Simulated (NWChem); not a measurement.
System: CH₃BrFGa; SMILES [F][Ga]([Br])[CH3]

All runs: NWChem. The geometry was optimised at PBE0/def2-SVP. Static field.

```
level                isotropic polarisability (bohr³)  anisotropy (bohr³)
-------------------  --------------------------------  ------------------
PBE/def2-SVPD                                    64.6                29.4
B3LYP/def2-SVPD                                  62.2                27.9
BHandHLYP/def2-SVPD                               [?]                 [?]
```

### Question
Fill in the missing entries.

### Answer

- BHandHLYP/def2-SVPD, isotropic polarisability (bohr³): 58.8
- BHandHLYP/def2-SVPD, anisotropy (bohr³): 25.1
